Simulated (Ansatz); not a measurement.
Molecule: sum formula BOCl, net charge 0, singlet state. 
Coordinates optimised at B3LYP-D3(BJ)/def2-TZVP (Ansatz, an electronic-structure program):
```
B
O 1 1.2048
Cl 1 1.6862 2 180.00
```

Computed values are from Ansatz. Cores are frozen in the correlated levels unless marked. UHF or UKS for open shells. Spin-orbit coupling is left out. Non-relativistic. Basis-set limits of correlation are two-point, X^-3; Hartree-Fock from the larger set. The bracket is a focal-point correction in the basis named.

* **atomisation energy De**: 315.6 kcal/mol at CCSD(T)/CBS(aug-cc-pV(T+d)Z,aug-cc-pV(Q+d)Z)
* **vertical ionisation energy (to the doublet)**: 12.95 eV at RI-MP2/CBS(aug-cc-pV(T+d)Z,aug-cc-pV(Q+d)Z)+[CCSD(T)-MP2]/aug-cc-pV(T+d)Z
* **total energy**: -559.8156 Eh at CCSD(T)/CBS(aug-cc-pV(T+d)Z,aug-cc-pV(Q+d)Z)
* **dipole moment**: 2.61 D at CCSD(T)/aug-cc-pV(D+d)Z
* **T1 diagnostic**: 0.015 at CCSD/aug-cc-pV(Q+d)Z
* **measured enthalpy of formation, 298 K**: -75.0 kcal/mol (CRC Handbook, as tabulated in the package chemicals; older table, unchecked)
